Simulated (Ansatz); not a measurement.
**Two structures, one formula**

Two relaxed structures of MgHTeBr, singlet (PBE0-D4/def2-TZVP; forces vanish, vibrations not checked).

A:

```
4
angstrom
Br -0.6612 0.4976 -0.0366
Mg -3.2178 0.7711 0.3791
Te 1.9990 0.1451 -0.4462
H 1.8800 -1.4138 0.1037
```

B:

```tsv
atom	x (Å)	y (Å)	z (Å)
Br1	4.5211	-0.5269	-0.7417
Mg2	-0.8350	0.4936	0.0051
Te3	2.0015	0.1333	-0.4521
H4	1.6184	-1.3682	0.1399
```

Computed with Ansatz 0.2.0 (basis: def2-TZVPP); correlated methods freeze the cores. Filled d shells of the heavier atoms are correlated. Core potentials replace the inner electrons of the atoms past krypton. The outer core shell of Li, Na, Mg and K is correlated. The def2 sets are not built for correlating such inner shells, so the correlated values are less sure here. B3LYP uses VWN-RPA correlation.

Problem. Which structure is lower at CCSD(T), and by how much? (Judge from chemistry; the value comes from the calculation.)

Solution. By the calculation: B, by 1.30 kcal/mol (electronic energy, against the other). By their contacts, A is MgHTeBr ([Mg][Br][TeH]) and B is MgHTeBr ([Mg][TeH][Br]).

All methods give the same order:

| method | E(B) − E(A) (kcal/mol) |
| --- | --- |
| PBE-D4 | -1.55 |
| r2SCAN-D4 | -1.81 |
| PBE0-D4 | -3.64 |
| B3LYP-D4 | -1.81 |
| wB97M-V | -6.90 |
| HF | -7.11 |
| MP2 | -3.59 |
| CCSD | -3.44 |
| CCSD(T) | -1.30 |

T1 diagnostic: at most 0.024. The restricted Hartree–Fock reference is unstable towards an unrestricted one at one or more of these structures. A large double-excitation amplitude points to some diradical character; no triplet was computed.

Labels in which every atom is bracketed show which atoms are joined, not bond orders.

For scale, one of the runs: CCSD(T)/def2-TZVPP, 144 basis functions, launched by `ansatz run in.yaml --threads 2 --pin off --events-out ev --progress --plain --max-ram 4352MiB`. Hardware: 2 CPU threads of an Arm Neoverse V2, shared host. Wall time 74 s; peak host memory 1.1 GiB.
